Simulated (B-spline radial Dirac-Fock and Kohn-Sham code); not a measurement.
Model: the Dirac equation of a negative muon with reduced mass in the field of a spherical finite nucleus, with the Uehling potential to all orders; nuclear polarisation, deformation, hyperfine structure, self-energy, higher-order vacuum polarisation, relativistic recoil and electron screening are left out. Program: a B-spline atomic structure program. The nuclear charge is a Fermi distribution (skin thickness 2.3 fm).

Q: A muonic atom of atomic mass 34.98 u emits these computed lines: 2p3/2 → 1s1/2 645.1 keV, 3d5/2 → 2p3/2 126.9 keV, 4f7/2 → 3d5/2 44.30 keV, 5g9/2 → 4f7/2 20.47 keV. Which element is it, and what rms charge radius was used?

A: Argon (Z = 18, nuclide ³⁵Ar); the high transitions hardly feel the nucleus and fix Z. The 2p → 1s line lies 40.02 keV below the value for a point nucleus without QED, which for this nuclear model gives a radius near 3.36 fm (3.3636 fm was used).
